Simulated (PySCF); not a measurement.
BeFHSe, SMILES [F][Be][SeH].

Geometry optimised at r2SCAN-D4/def2-TZVP. Other conformers were not sampled.

Computed with HF/def2-TZVPD run with PySCF.

Symmetry labels are those of the subgroup Cs that the program uses (full group Cs).

Task: List the valence orbital energies around the gap with their symmetry. (The exact figures need the calculation; the answer reports its results.)

Result: 
| orbital | symmetry | energy (eV) |
|---|---|---|
| HOMO−7 | A' | -42.45 |
| HOMO−6 | A' | -24.91 |
| HOMO−5 | A' | -18.93 |
| HOMO−4 | A" | -17.40 |
| HOMO−3 | A' | -17.38 |
| HOMO−2 | A' | -14.27 |
| HOMO−1 | A' | -12.01 |
| HOMO | A" | -10.02 |
| LUMO | A' | 0.91 |
| LUMO+1 | A' | 1.44 |
| LUMO+2 | A' | 1.51 |
| LUMO+3 | A" | 1.69 |
